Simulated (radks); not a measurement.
The numbers below are computed, except where a source is named.
Q: The xenon ion Xe4+, 50 electrons, occupied as [Kr] 4d10 5s2 5p1.5 6s0.5 (fractional occupations, a model configuration). Level of theory: Dirac Kohn-Sham, LDA (Slater exchange, Perdew-Zunger correlation), spin-unpolarised, spherical densities, point nucleus; open shells fill j = l - 1/2 first (a radial shooting solver on a logarithmic mesh with Libxc functionals). Some entries of the table are withheld. Estimate them.

| orbital | occ. | eigenvalue (hartree) | <r> (bohr) | <r^2> (bohr^2) |
|---|---|---|---|---|
| 1s1/2 | 2 | (1) | 0.02668 | 0.0009652 |
| 2s1/2 | 2 | -198.0420 | 0.1143 | 0.01546 |
| 2p1/2 | 2 | -186.2651 | 0.09624 | 0.01140 |
| 2p3/2 | 4 | -174.3500 | 0.1020 | 0.01268 |
| 3s1/2 | 2 | -41.94792 | 0.3065 | 0.1075 |
| 3p1/2 | 2 | -37.04390 | 0.2965 | 0.1022 |
| 3p3/2 | 4 | -34.78135 | 0.3082 | 0.1102 |
| 3d3/2 | 4 | -26.11944 | 0.2788 | 0.09205 |
| 3d5/2 | 6 | -25.64067 | 0.2825 | 0.09435 |
| 4s1/2 | 2 | -9.04137 | 0.7160 | 0.5793 |
| 4p1/2 | 2 | -7.30194 | 0.7444 | 0.6314 |
| 4p3/2 | 4 | -6.84469 | 0.7724 | 0.6795 |
| 4d3/2 | 4 | -4.02164 | (2) | 0.8683 |
| 4d5/2 | 6 | -3.94717 | (3) | 0.8893 |
| 5s1/2 | 2 | -2.34660 | 1.696 | 3.215 |
| 5p1/2 | 1.5 | -1.87684 | 1.878 | 3.957 |
| 5p3/2 | 0 | -1.80462 | 1.941 | 4.220 |
| 6s1/2 | 0.5 | -0.99280 | 3.452 | 13.23 |

A: 
(1) 1s1/2 eigenvalue (hartree): -1262.721
(2) 4d3/2 <r> (bohr): 0.8635
(3) 4d5/2 <r> (bohr): 0.8740
